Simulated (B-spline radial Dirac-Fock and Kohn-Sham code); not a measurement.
## Ir⁴⁹⁺: eigenvalues, ΔSCF and the reference

System: Ir⁴⁹⁺, configuration 1s2 2s2 2p6 3s2 3p6 3d10.

The density-functional columns are spherical, spin-unpolarised Dirac-Kohn-Sham results without Breit or QED terms: −ε is minus the orbital energy of the initial state and ΔSCF the difference of two total energies. The reference in the last column comes from Dirac-Fock energy differences between relaxed states, corrected for Breit and QED terms. All numbers are from a B-spline atomic structure program, in eV; a selection of levels is shown. The Kohn-Sham columns are given as differences from the reference. For the 1s level of heavy atoms much of the gap between ΔSCF and the reference is the Breit and QED part, -398.1 eV here; for other levels the error of the functional can be larger.

```csv
level,LDA −ε − DF,LDA ΔSCF − DF,Dirac-Fock
K (1s),-236.1,+388.8,78806.6
L1 (2s),-194.9,-50.5,16056.0
L2 (2p1/2),-144.0,+32.7,15468.9
L3 (2p3/2),-160.6,-5.8,13850.5
M1 (3s),-106.4,-45.1,5657.7
M2 (3p1/2),-87.3,-22.7,5403.2
M3 (3p3/2),-86.5,-26.3,5026.7
M4 (3d3/2),-65.1,+3.7,4620.7
M5 (3d5/2),-67.0,+0.3,4539.8
```

For the outermost level NIST gives 4540 ± 4 eV (theoretical); the differences from it are LDA −ε -67.21, LDA ΔSCF +0.10, Dirac-Fock -0.23 eV.

Values without a named source are computed, but for edge energies of neutral atoms, which are taken from tables.
